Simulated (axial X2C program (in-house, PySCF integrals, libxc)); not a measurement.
What spin–orbit coupling does to IrCl⁺

Computed with an in-house relativistic program for diatomic molecules. Spin-free means the one-electron spin-free X2C Hamiltonian; two-component (2c) means X2C with spin–orbit coupling and atomic mean-field two-electron Coulomb and Gaunt terms, so the difference of the two also holds small scalar two-electron terms. Basis: Ir dyall-cv3z [13s14p9d6f4g], Cl dyall-av3z [9s8p3d2f] (cores contracted in-house); Gaussian nuclei, density fitting, unrestricted open shells. Masses: Ir 192.963 u, Cl 34.969 u.

Spin-free state: M_S = 3/2, Λ = 2 (beyond evenly filled blocks: π+α, π-α, δ+α, δ+β, δ-α); fragments Ir+ + Cl.

```
level  Re (Å)  ωe (cm⁻¹)  De (eV)  μ (D)
 PBE0   2.097      466.8    3.278  -1.05
   HF   2.188      399.6    0.874  -3.71
  MP2   2.082      476.0    2.944    n/a
 BLYP   2.132      434.4    3.730  -0.21
```

Correlated methods: 15 electrons correlated (number of frozen shells: Ir 5 s, 4 p, 2 d, 1 f; Cl 2 s, 1 p), 293 virtual spin orbitals or spinors in MP2.

Dipoles are positive if Cl is the positive end and refer to the centre of mass.

Two-component determinant lowest at the distance of the search:

Ω = 9/2 (⟨Sz⟩ = 1.45, ⟨Lz⟩ = 3.05 at HF); fragments Ir+ + Cl.

| level | Re (Å) | ωe (cm⁻¹) | De (eV) | μ (D) |
| --- | --- | --- | --- | --- |
| PBE0 | 2.139 | 461.0 | 3.347 | -1.55 |
| HF | 2.208 | 417.6 | 1.261 | -3.88 |
| MP2 | 2.128 | 464.5 | 2.962 | n/a |
| BLYP | 2.178 | 421.1 | n/a | -0.79 |

(1) From the two tables, how do the constants change at the MP2 level (2c against spin-free)?

The state is a single determinant with fixed occupations, the lowest that a limited PBE0 search found. De is counted from the lowest determinant-based energies of the atoms at the same level, without counterpoise correction. De is not given where an atomic determinant may have missed its ground term or J level, or where the truncated virtual space spoils (T). Density functionals use the spin component along the axis (collinear). In 2c an atomic determinant is not the ground J level, so De misses part of the atomic spin–orbit lowering. This holds for PBE0. PBE0 can misorder states that lie within some tenths of an eV, so this need not be the ground state of the molecule. The nearest other spin-free determinant of the search, M_S = 3/2, Λ = 0, lies 0.04 eV up at the distance of the search. The functionals have no current-density term, which raises determinants with orbital currents, atoms included. With several unpaired electrons one determinant need not be a pure state. A state of lower Ω lies just above, and one determinant can place such states too high, so the state shown need not be the lowest. The search has Ω = 7/2 only 0.11 eV up. At some level and bond length an empty orbital lies below a filled one. The determinant is spin-polarised beyond a pure state at some levels (its spin-free form has ⟨S²⟩ too high), which makes Re and μ there less reliable.

Answers

(1) At the MP2 level Re goes up by 0.046 Å and ωe goes down by 11.5 cm⁻¹; De changes by 0.018 eV. The two determinants differ in configuration, so these shifts compare two states and are not the spin–orbit effect on one state.
